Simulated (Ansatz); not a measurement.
Cu(PH3)F (CuPH3F), 6 atoms. Hardware: 4 threads of Arm Neoverse V2 on a shared host.

The 6-31G sets use Cartesian d functions. Correlated methods freeze 15 core orbitals.

Problem. How many basis functions does each of these Ansatz runs have, and roughly what does it cost? r2SCAN-D4/def2-TZVPD, charge 0 singlet, energy, from earlier orbitals; LC-ωPBE/def2-TZVP, charge 0 singlet, energy, from earlier orbitals; r2SCAN-D4/def2-TZVP, charge 1 doublet at the geometry of the charge 0 singlet, energy, from earlier orbitals; MP2/def2-TZVP, charge 0 singlet, energy, from earlier orbitals; HF/6-31G, charge 0 singlet, energy; PBE0-D4/def2-TZVP, charge 1 doublet at the geometry of the charge 0 singlet, energy, from earlier orbitals; r2SCAN-D4/def2-TZVP, charge 0 singlet, energy, from earlier orbitals; PBE-D4/def2-TZVP, charge 0 singlet, energy, from earlier orbitals; CCSD(T)/def2-TZVPP, charge 0 singlet, energy, from earlier orbitals; LC-ωPBE (ω = 0.10 bohr⁻¹)/def2-TZVP, charge -1 doublet at the geometry of the charge 0 singlet, energy, from earlier orbitals; r2SCAN-D4/def2-TZVP, charge 0 singlet, relaxation, 5 steps; r2SCAN0-D4/def2-TZVP, charge 0 singlet, energy, from earlier orbitals.

Solution. Other jobs shared the machine, so times can vary by a factor of up to 3. A dash marks memory too small to be measured apart from the calling script's.

```tsv
run	functions	fitting or Cholesky vectors	wall time	peak host memory (GiB)
HF/6-31G, charge 0 singlet, energy	57	599	0.25 s	–
PBE-D4/def2-TZVP, charge 0 singlet, energy, from earlier orbitals	131	1011	0.75 s	–
MP2/def2-TZVP, charge 0 singlet, energy, from earlier orbitals	131	1044	0.8 s	–
LC-ωPBE/def2-TZVP, charge 0 singlet, energy, from earlier orbitals	131	1011	1.1 s	–
r2SCAN-D4/def2-TZVP, charge 0 singlet, energy, from earlier orbitals	131	1011	1.8 s	–
r2SCAN0-D4/def2-TZVP, charge 0 singlet, energy, from earlier orbitals	131	1112	2.1 s	–
r2SCAN-D4/def2-TZVPD, charge 0 singlet, energy, from earlier orbitals	158	1094	2.4 s	–
PBE0-D4/def2-TZVP, charge 1 doublet at the geometry of the charge 0 singlet, energy, from earlier orbitals	131	1112	5.5 s	0.6
r2SCAN-D4/def2-TZVP, charge 0 singlet, relaxation, 5 steps	131	1011	6.5 s	–
LC-ωPBE (ω = 0.10 bohr⁻¹)/def2-TZVP, charge -1 doublet at the geometry of the charge 0 singlet, energy, from earlier orbitals	131	1011	6.5 s	–
r2SCAN-D4/def2-TZVP, charge 1 doublet at the geometry of the charge 0 singlet, energy, from earlier orbitals	131	1011	8.5 s	–
CCSD(T)/def2-TZVPP, charge 0 singlet, energy, from earlier orbitals	179	1128	25 s	1.6
```
